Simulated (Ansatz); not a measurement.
One change: `B1O[SiH2]1` becomes `FB1O[SiH2]1`.

Ansatz, PBE0-D4/def2-TZVP geometries, multiplicity 1. 

```csv
property,`B1O[SiH2]1`
zero-point energy (PBE0-D4/def2-TZVP) / kJ/mol,85.9
HOMO–LUMO gap (B3LYP/def2-TZVPP) / eV,5.69
size of the dipole moment (B3LYP/def2-TZVPP) / D,1.15
HOMO–LUMO gap (PBE0/def2-TZVPP) / eV,6.10
LUMO energy (PBE0/def2-TZVPP) / eV,-1.01
LUMO energy (B3LYP/def2-TZVPP) / eV,-1.22
```

(1) Give the same properties after the change, and the shifts. (Estimate.)

Results:

(1) Ansatz gave: 
| property | `FB1O[SiH2]1` | shift |
| --- | --- | --- |
| zero-point energy (PBE0-D4/def2-TZVP) / kJ/mol | 72.2 | -13.7 |
| HOMO–LUMO gap (B3LYP/def2-TZVPP) / eV | 5.99 | 0.30 |
| size of the dipole moment (B3LYP/def2-TZVPP) / D | 1.98 | 0.83 |
| HOMO–LUMO gap (PBE0/def2-TZVPP) / eV | 6.41 | 0.31 |
| LUMO energy (PBE0/def2-TZVPP) / eV | -1.13 | -0.12 |
| LUMO energy (B3LYP/def2-TZVPP) / eV | -1.36 | -0.14 |

With PBE0 the HOMO falls by 0.43 eV and the LUMO falls by 0.12 eV, so the gap widens by about 0.31 eV. PBE moves the HOMO by -0.34 eV and ωB97M-V by -0.45 eV. Dipoles are sizes alone; their direction can turn.

B3LYP here is the variant with VWN-RPA as its local correlation; programs differ in this.
